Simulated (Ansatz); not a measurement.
4-tert-butylpyridine (C9H13N), SMILES CC(C)(C)c1ccncc1. Atoms are numbered in the order given.

```xyz
23

C     -2.1759    -0.6502     1.0051
C     -1.4402     0.0996    -0.1054
C     -1.8690    -0.4850    -1.4591
C     -1.8303     1.5832    -0.0369
C      0.0761    -0.0216     0.0295
C      0.7036    -0.7374     1.0523
C      2.0975    -0.7965     1.1000
N      2.8960    -0.2053     0.2191
C      2.3057     0.4790    -0.7591
C      0.9265     0.5992    -0.8959
H     -1.9495    -1.7273     0.9906
H     -1.9215    -0.2576     2.0015
H     -3.2625    -0.5381     0.8721
H     -1.3996     0.0454    -2.3006
H     -2.9609    -0.4057    -1.5798
H     -1.5922    -1.5477    -1.5346
H     -2.9215     1.6954    -0.1356
H     -1.3595     2.1674    -0.8412
H     -1.5259     2.0266     0.9235
H      0.1265    -1.2544     1.8194
H      2.5881    -1.3589     1.9037
H      2.9694     0.9653    -1.4839
H      0.5236     1.1800    -1.7288
```
Charge 0, spin multiplicity 1.

The structure is a stationary point at PBE0-D3(BJ)/def2-SVP.

Two levels are set side by side: PBE-D3(BJ)/def2-SVP (Ansatz, a quantum-chemistry and plane-wave program) and PBE0-D3(BJ)/def2-SVP (Ansatz). Each level has its own optimised geometry; the coordinates shown are those of the second. Differences are taken from unrounded values.

```
quantity              PBE0-D3(BJ)
--------------------  -----------
mean bond length (Å)        1.246
bond C1–C2 (Å)              1.529
bond C2–C3 (Å)              1.536
bond C2–C4 (Å)              1.536
bond C2–C5 (Å)              1.527
bond C5–C6 (Å)              1.397
bond C5–C10 (Å)             1.402
bond C6–C7 (Å)              1.396
bond C7–N8 (Å)              1.328
bond N8–C9 (Å)              1.332
bond C9–C10 (Å)             1.391
bond C1–H11 (Å)             1.101
bond C1–H12 (Å)             1.101
bond C1–H13 (Å)             1.100
bond C3–H14 (Å)             1.100
bond C3–H15 (Å)             1.101
bond C3–H16 (Å)             1.101
```

### Question
What does PBE-D3(BJ) give, and how far is it from PBE0-D3(BJ)? (An estimate is asked for; the answer gives what the named calculation found.)

### Answer

| quantity | PBE-D3(BJ) | PBE-D3(BJ) minus PBE0-D3(BJ) |
|---|---|---|
| mean bond length (Å) | 1.255 | 0.009 |
| bond C1–C2 (Å) | 1.538 | 0.009 |
| bond C2–C3 (Å) | 1.546 | 0.010 |
| bond C2–C4 (Å) | 1.546 | 0.010 |
| bond C2–C5 (Å) | 1.536 | 0.009 |
| bond C5–C6 (Å) | 1.408 | 0.010 |
| bond C5–C10 (Å) | 1.412 | 0.010 |
| bond C6–C7 (Å) | 1.406 | 0.010 |
| bond C7–N8 (Å) | 1.340 | 0.013 |
| bond N8–C9 (Å) | 1.344 | 0.012 |
| bond C9–C10 (Å) | 1.401 | 0.010 |
| bond C1–H11 (Å) | 1.109 | 0.008 |
| bond C1–H12 (Å) | 1.109 | 0.008 |
| bond C1–H13 (Å) | 1.108 | 0.008 |
| bond C3–H14 (Å) | 1.108 | 0.008 |
| bond C3–H15 (Å) | 1.109 | 0.008 |
| bond C3–H16 (Å) | 1.109 | 0.008 |

Exact exchange shortens and stiffens bonds; PBE has none. Differences between two approximate levels are no errors against the true value.
